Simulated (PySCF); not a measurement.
Heteronuclear NMR

Structure with atom numbers: `[CH3:1][C:2](=[O:3])[CH2:4][C:5](=[O:6])[SiH2:7][CH2:8][Cl:9]`. Each H is labelled by its parent atom.

- shieldings: GIAO PBE0/pcSseg-1
- coordinates at the GFN2-xTB level
- program: PySCF 2.14.0 with density-fitted response routines
- non-relativistic, a single conformation, rapidly exchanging positions averaged, gas phase

**Question.** Predict the 29Si NMR data.

**Answer.** 
| atoms | environment | σ (ppm) | δ (ppm) |
| --- | --- | --- | --- |
| Si7 | silicon bonded to 2 C, 2 H | 423.8 | -68.4 |

Shieldings were converted by a linear fit to measured shifts: 29Si (scatter 8.9 ppm rms, 25.8 ppm with the 6 outliers that the fit left out vs TMS, solution or neat liquid). Occasional misses reach two or three times the rms, and more in compound classes unlike the fitted ones.

On a 400 MHz spectrometer 29Si resonates near 79.5 MHz, so 1 ppm is 79.5 Hz.

**Question.** Predict the 17O NMR data.

**Answer.** 
| atoms | environment | σ (ppm) | δ (ppm) |
| --- | --- | --- | --- |
| O6 | carbonyl oxygen | -513.0 | 734.0 |
| O3 | ketone oxygen | -302.9 | 542.6 |

Shieldings were converted by a linear fit to measured shifts: 17O: δ = 266.70 − 0.911σ (rms 10.7 ppm, 155 shifts, 12.2 ppm with the 3 outliers that the fit left out vs liquid water, solution or neat liquid). Occasional misses reach two or three times the rms, and more in compound classes unlike the fitted ones.

On a 300 MHz spectrometer 17O resonates near 40.7 MHz, so 1 ppm is 40.7 Hz.
